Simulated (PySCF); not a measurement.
ClF3H2OSi2, SMILES F[Si](F)(F)O[SiH2]Cl.

The structure is a stationary point at PBE0-D3(BJ)/def2-SVP. This is a generated structure with no PubChem entry under its InChIKey; it may be hypothetical. The values are those of a single conformer.

These are HF/def2-TZVP in PySCF values and carry that method's errors.

Gas-phase values at a fixed geometry.

| Property | Result |
|---|---|
| total energy | -1412.30749 hartree |
| highest occupied level | -12.72 eV |
| lowest empty level | 2.92 eV |
| orbital gap | 15.64 eV |
| dipole moment | 0.485 e·Å |
| quadrupole, principal values (traceless, Buckingham form, about the centre of nuclear charge) | -5.40, -0.22, 5.62 D·Å |
| mean static polarisability | 50.8 bohr³ (7.53 Å³) |
| polarisability, principal values | 45.9, 51.3, 55.3 bohr³ |
